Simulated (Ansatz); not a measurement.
System: CeF$_{3}$, net charge 1, singlet state. 
Structure (B3LYP-D3(BJ)/def2-TZVP (Ansatz, a first-principles code) minimum search):
```
Ce
F 1 1.9625
F 1 1.9625 2 110.22
F 1 1.9625 2 110.22 3 -121.87
```
Charge +1, spin multiplicity 1.

Property: vertical triplet-singlet gap (E(triplet) - E(singlet); each state is the SCF solution reached for its spin; the molecule has degenerate orbitals, so one determinant may break the symmetry), in kJ/mol. Cores are frozen in the correlated levels unless marked. Open shells are spin-unrestricted. Spin-orbit coupling is left out. Frozen are the shells of the preceding noble gas and the d and f shells that filled before the atom's block. Past Kr the def2 sets carry scalar-relativistic core potentials. 

```tsv
level	program	vertical triplet-singlet gap (kJ/mol)
SVWN5/def2-TZVP	Ansatz	391.8
PBE/def2-TZVP	Ansatz	364.3
r2SCAN/def2-TZVP	Ansatz	390.0
B3LYP/def2-TZVP	Ansatz	349.2
PBE0/def2-TZVP	Ansatz	353.7
BHLYP/def2-TZVP	Ansatz	367.4
CAM-B3LYP/def2-TZVP	Ansatz	365.0
wB97M-V/def2-TZVP	Ansatz	403.4
wB97X-V/def2-TZVP	Ansatz	381.8
B2PLYP/def2-TZVP	Ansatz	441.9
```
